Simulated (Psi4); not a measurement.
A dimer, Cl2 ··· H2Se (SMILES ClCl and [SeH2]), singlet; the first 2 atoms form monomer A.

```
5

Cl     1.0067     0.0000     0.0000
Cl    -1.0067     0.0000     0.0000
Se     3.6867    -0.0008    -0.0259
H      3.7287    -0.3822    -1.4453
H      3.7745    -1.4087     0.3893
```

Question: What interaction energy does SAPT0/jun-cc-pVDZ, frozen core in Psi4 give, and which attractive term is the largest?

Answer: Total 23.67 kJ/mol: electrostatics -109.25, exchange 218.97, induction -60.38, dispersion -25.67. The most attractive term is electrostatics.
